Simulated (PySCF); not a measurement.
PySCF input:

```python
from pyscf import gto, scf, dft

mol = gto.M(
    atom='''
    Sn   -0.00000000   -0.00000000   -0.53882161
    S     0.00000000    0.00000000    1.68381755
    ''',
    basis='def2-tzvpd',
    ecp='def2-tzvp',
    charge=0,
    spin=2,
    symmetry='C2v',
    verbose=4,
)

mf = dft.UKS(mol, xc='m062x').density_fit(auxbasis='def2-universal-jkfit')
mf.grids.level = 4
mf.conv_tol = 1e-9
mf.max_cycle = 100
mf.max_memory = 1500
mf.kernel()
if not mf.converged:
    mf = mf.newton()
    mf.kernel(mf.make_rdm1())
mf.analyze()
```

Question: Predict the final energy.

Answer: -612.35946 Eh (M06-2X/def2-TZVPD).

This state (charge 0, triplet) is run at the relaxed geometry of the species with charge 0 and multiplicity 1, and is a spin state other than that species' own.
